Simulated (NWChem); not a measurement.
All runs are NWChem calculations. System: trimethylsulfonium (C₃H₉S (+1)), charge 1, spin multiplicity 1, at a geometry optimised with PBE/def2-SVP. Level: G0W0@PBE0/def2-TZVP, RI basis def2-tzvp-rifit.

Job file:

```
start mol
memory heap 200 mb stack 700 mb global 1700 mb
charge 1
geometry units angstroms nocenter noautoz
  C     -0.004920    -0.859987     1.418324
  S     -0.490312     0.160698     0.000000
  C     -0.004920    -0.859987    -1.418324
  C      0.760348     1.474057     0.000000
  H      1.057734    -1.160215     1.341796
  H     -0.672651    -1.743009     1.425455
  H     -0.187711    -0.257193     2.328741
  H      1.057734    -1.160215    -1.341796
  H     -0.187711    -0.257193    -2.328741
  H     -0.672651    -1.743009    -1.425455
  H      1.780625     1.044948     0.000000
  H      0.583287     2.090111    -0.902641
  H      0.583287     2.090111     0.902641
  symmetry group Cs
end
basis spherical
  * library def2-tzvp
end
basis "ri basis" bse spherical
  * library def2-tzvp-rifit
end
dft
  xc pbe0
  iterations 100
  direct
  tolerances tight
end
task dft energy
gw
  method cdgw
  states alpha occ 4 vir 2
end
task dft gw
```

Output (cleaned and shortened):

```
             Northwest Computational Chemistry Package (NWChem) 7.3.0
             --------------------------------------------------------

                                NWChem Input Module
                                -------------------

 Scaling coordinates for geometry "geometry" by  1.889725989
 (inverse scale =  0.529177249)

 Turning off AUTOSYM since
 SYMMETRY directive was detected!

                             Geometry "geometry" -> ""
                             -------------------------

 Output coordinates in angstroms (scale by  1.889725989 to convert to a.u.)

  No.       Tag          Charge          X              Y              Z
 ---- ---------------- ---------- -------------- -------------- --------------
    1 C                    6.0000    -0.00492000    -0.85998700     1.41832400
    2 S                   16.0000    -0.49031200     0.16069800     0.00000000
    3 C                    6.0000    -0.00492000    -0.85998700    -1.41832400
    4 C                    6.0000     0.76034800     1.47405700     0.00000000
    5 H                    1.0000     1.05773400    -1.16021500     1.34179600
    6 H                    1.0000    -0.67265100    -1.74300900     1.42545500
    7 H                    1.0000    -0.18771100    -0.25719300     2.32874100
    8 H                    1.0000     1.05773400    -1.16021500    -1.34179600
    9 H                    1.0000    -0.18771100    -0.25719300    -2.32874100
   10 H                    1.0000    -0.67265100    -1.74300900    -1.42545500
   11 H                    1.0000     1.78062500     1.04494800     0.00000000
   12 H                    1.0000     0.58328700     2.09011100    -0.90264100
   13 H                    1.0000     0.58328700     2.09011100     0.90264100

 Effective nuclear repulsion energy (a.u.)     186.0240332095

            Nuclear Dipole moment (a.u.)
            ----------------------------
        X                 Y               Z
 ---------------- ---------------- ----------------
    -0.0000018897     0.0000037795    -0.0000000000

      Symmetry information
      --------------------
[...]
          -0.000000000000           0.000000000000         303.943616189372

     Multipole analysis of the density
     ---------------------------------

     L   x y z        total         alpha         beta         nuclear
     -   - - -        -----         -----         ----         -------
     0   0 0 0      1.000000    -21.000000    -21.000000     43.000000

     1   1 0 0      0.348531      0.174267      0.174267     -0.000002
     1   0 1 0     -0.114282     -0.057143     -0.057143      0.000004
     1   0 0 1      0.000000      0.000000      0.000000     -0.000000

     2   2 0 0    -21.970656    -36.660608    -36.660608     51.350560
     2   1 1 0      1.704480    -16.647472    -16.647472     34.999424
     2   1 0 1     -0.000000     -0.000000     -0.000000      0.000000
     2   0 2 0    -17.329273    -81.969439    -81.969439    146.609605
     2   0 1 1      0.000000      0.000000      0.000000     -0.000000
     2   0 0 2    -16.768828    -87.447748    -87.447748    158.126668

 Task  times  cpu:       28.1s     wall:       28.1s

                                NWChem Input Module
                                -------------------

                                 NWChem GW Module
                                 ----------------

                             ***********************
                             ***        GW       ***
                             ***********************

 Summary of "ri basis" -> "ri basis" (spherical)
 ------------------------------------------------------------------------------
       Tag                 Description            Shells   Functions and Types
 ---------------- ------------------------------  ------  ---------------------
 C                      def2-tzvp-rifit             22       76   8s6p4d3f1g
 S                      def2-tzvp-rifit             29      113   9s7p6d5f2g
 H                      def2-tzvp-rifit              7       15   4s2p1d

                 Memory Information
                 ------------------
          Available GA per process is          1699.7 MBs
          Available stack per process is        700.0 MBs
          Available heap per process is           1.1 MBs

          Peak memory in Initialization
              Peak GA per process is                 17.4 MBs
              Peak stack per process is               0.4 MBs
              Peak heap per process is               18.0 MBs
              Memory not in MA per process            0.0 MBs

          Peak memory in CDGW Calculation
              Peak GA per process is                 21.1 MBs
              Peak stack per process is               3.5 MBs
              Peak heap per process is                3.9 MBs
              Memory not in MA per process            0.0 MBs

          Computing 2-center integrals
          Computing Inverse Cholesky factor
          Computing 3-center integrals
          Computing Vxc

 Grid integrated density:      41.999957077261
 Requested integration accuracy:   0.10E-05
          Computing Sigma_x
          Computing W(iw) on the imaginary grid
          Solving quasiparticle equations

                  Alpha Orbitals
          State     Energy (eV)     Error (eV)
          -----------------------------------
@GW        18        -19.085           0.003
@GW        19        -18.250           0.005
@GW        20        -18.253           0.002
@GW        21        -16.362           0.002
@GW        22         -2.586           0.002
@GW        23         -2.588           0.005

     GW Timing Statistics
   ------------------------
   Init.   :          0.1s
     ERIs  :          2.2s
     Distr.:          0.0s
     Vxc   :          3.1s
   Vmo     :          0.0s
   iW      :          4.1s
   I_n     :          0.0s
   R_n     :          0.8s
   GW total:         10.2s

 Task  times  cpu:       10.2s     wall:       10.2s

 Total times  cpu:       38.4s     wall:       38.4s
```
